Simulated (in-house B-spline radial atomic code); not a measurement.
Values are calculated unless marked as measured or tabulated.
Rh in an electron gas of r_s = 2.67: phase shifts, screening, friction and resistivity

A nucleus sits in a uniform electron gas with a rigid positive background. The Kohn-Sham equations are solved self-consistently in the spin-unpolarised LDA (PW92), non-relativistic, on B-splines with outgoing waves at the boundary and partial waves to l = 8. The model has no lattice, no bands and no magnetic solution. Atomic units; δ_l are the phase shifts at the Fermi level, counted so that each bound state adds π, and good to about 0.0005. A narrow, partly filled d or f resonance in a thin gas would split by spin, so such rows rest on a solution that is probably unstable.

The density parameter is r_s = 2.67 bohr, near that of the valence electrons of Cu (1 per atom, density 8.96 g/cm³, mass 63.55 u, which gives r_s = 2.67).

```
l  δ_l (rad)
0    12.4025
1     9.4952
2     5.9494
3     0.0045
4     0.0016
5    -0.0001
6    -0.0001
7    -0.0002
8    -0.0001
```

Bound levels below the band bottom (hartree): s -20.31, p -16.96, d -10.76, s -2.39, p -1.376 and deeper ones.

Problem. Check the Friedel sum rule, and say where the screening charge sits.

Solution. k_F = (9π/4)^(1/3)/r_s = 0.71879. The rule is Z = (2/π) Σ (2l + 1) δ_l. The terms are s 7.896, p 18.134, d 18.938, f 0.020 and 0.005 beyond, in all 44.992 against Z = 45. Bound states hold 8 s, 18 p, 10 d electrons, so the scattering states carry 8.99 in all; where a term is smaller than its bound count, the bound level has drawn weight out of the band.

Problem. Find the transport cross section and the electronic stopping of a 5 keV Rh ion (mass 102.91 u).

Solution. σ_tr = (4π/k_F²) Σ (l + 1) sin²(δ_l − δ_(l+1)). The terms for l = 0 to 3 are 0.0539, 0.3094, 0.3304, 0.0000, all together 0.6937, so σ_tr = 24.323 × 0.6937 = 16.873 bohr². With n = 3/(4π r_s³) = 0.01254, the friction coefficient is Q = n k_F σ_tr = 0.1521. For v well below v_F = 0.719, dE/dx = Q v; with 24801 eV per u at v = 1, v = √(5000/(24801 × 102.91)) = 0.0443, so dE/dx = 0.00673 hartree/bohr = 3.46 eV/nm. The largest term couples the d and f waves.

Problem. What residual resistivity would 1 atomic per cent of such centres give in Cu?

Solution. Δρ = k_F n_i σ_tr/n in atomic units of 21.74 μΩ·cm. With one host atom per 1 electron, n_i/n = 0.01/1, so Δρ = 0.7188 × 0.01000 × 16.873 × 21.74 = 2.64 μΩ·cm. This is an atom added to the gas, as on an interstitial site.

Problem. On a substitutional site the background of one host ion, a sphere holding 1 charge, is taken out. The phase shifts for l = 0 to 4 become 12.1936, 9.3262, 5.8042, -0.0105, -0.0007. What follows?

Solution. The Friedel sum is now 43.99, for Z − 1 = 44. The sum in σ_tr is 0.9611, so σ_tr = 23.38 bohr² and Δρ = 3.65 μΩ·cm per atomic per cent, 1.39 times the value above. A real host ion scatters too, so this model doesn't give zero even for the host's own atom.
